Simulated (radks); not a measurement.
Task: Spherical jellium clusters: N electrons in a uniform positive sphere of charge N and radius rs N^(1/3), rs = 3.33 bohr. Calculated with a radial shooting solver with Libxc functionals: non-relativistic Kohn-Sham, PBEsol, spin-polarised, spherical densities. Levels are named by radial order and angular momentum (1s, 1p, 1d, 2s, ...), and open shells are averaged over m. At N = 13 the configuration is 1s2 1p6 1d(up 5, down 0). The background grows by one charge. Does electron 14 go into 2s down or 2s up or 1d down?

Result: Into 2s up. The total energies of the other choices lie higher by 0.0424 eV (1d down), 0.345 eV (2s down).
